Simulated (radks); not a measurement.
Problem. Charge is removed step by step from the 3d level of neutral cobalt, starting from [Ar] 3d7 4s2. Code: a radial shooting solver on a logarithmic mesh with Libxc functionals. Model: scalar-relativistic Kohn-Sham, r2SCAN, spin-unpolarised, spherical densities, finite nucleus; meta-GGA in the generalised Kohn-Sham scheme; Fermi nuclear charge, rms radius 3.7875 fm. At the starting occupation the eigenvalue is -8.335 eV. Estimate the energy to remove one whole electron from this level, the eigenvalue at the end, and how far E(n) bends from a straight line.

Solution. Delta-SCF 15.366 eV; final eigenvalue -23.010 eV; the deviation from the straight line is -1.837 eV at 0.5 electron removed, the largest on the grid computed. Slater's transition state (half an electron removed) gives 15.213 eV. Integrating minus the eigenvalue over the occupation (Janak's theorem) gives 15.366 eV. In this scalar-relativistic scheme the density is built from large components alone, so the theorem holds only approximately. The mean slope of the eigenvalue, de/dn, is 14.7 eV per electron.
